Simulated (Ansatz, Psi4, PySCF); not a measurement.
C2H7S (SMILES CC[SH2+]), charge +1, singlet, geometry from GFN2-xTB. Base run: PBE0/STO-3G (PySCF).

Here is a job for PySCF.
```python
from pyscf import gto, scf, dft

mol = gto.Mole()
mol.atom = '''
    C    -1.39687184    0.83554816   -0.41512115
    C    -0.64617244   -0.47232902   -0.36364883
    S     1.03921045   -0.29895051    0.37330792
    H    -1.56034075    1.25061175    0.57694656
    H    -0.88922469    1.57243792   -1.03357573
    H    -2.37373727    0.65209273   -0.85884729
    H    -1.15365990   -1.21533529    0.25229539
    H    -0.48347414   -0.89395523   -1.35599440
    H     1.41579051    0.79650901   -0.32877442
    H     0.67554476    0.44153247    1.44764304
'''
mol.basis = 'sto-3g'
mol.charge = 1
mol.verbose = 3
mol.build()

mf = dft.RKS(mol)
mf.xc = 'pbe0'
mf.kernel()
```

The same geometry, method and basis name were run in Ansatz (an electronic-structure program) and Psi4 and PySCF, at each program's defaults and at the settings that a row names. The base is PySCF at its defaults. Differences at the defaults can come from grids, fitting, cores and function types together.

```json
[
 {"code and settings": "PySCF, defaults (exact integrals, its default grid, spherical functions)", "ΔE vs base (mEh)": "0.000", "basis functions": "26", "E (Eh)": "-472.81825", "SCF cycles": "8"},
 {"code and settings": "Psi4, defaults (density fitting with its default set, its default grid, spherical functions)", "ΔE vs base (mEh)": "-1.185", "basis functions": "26", "E (Eh)": "-472.81944", "SCF cycles": "8"},
 {"code and settings": "Ansatz, defaults (factorised integrals, its default grid, spherical functions)", "ΔE vs base (mEh)": "0.001", "basis functions": "26", "E (Eh)": "-472.81825", "SCF cycles": "-"},
 {"code and settings": "PySCF, density fitting with def2-universal-jkfit", "ΔE vs base (mEh)": "-1.181", "basis functions": "26", "E (Eh)": "-472.81943", "SCF cycles": "8"},
 {"code and settings": "PySCF, fine grid", "ΔE vs base (mEh)": "-0.001", "basis functions": "26", "E (Eh)": "-472.81825", "SCF cycles": "8"},
 {"code and settings": "Psi4, exact integrals, spherical functions, fine grid", "ΔE vs base (mEh)": "-0.001", "basis functions": "26", "E (Eh)": "-472.81825", "SCF cycles": "9"},
 {"code and settings": "Ansatz, high accuracy", "ΔE vs base (mEh)": "-0.002", "basis functions": "26", "E (Eh)": "-472.81825", "SCF cycles": "-"}
]
```
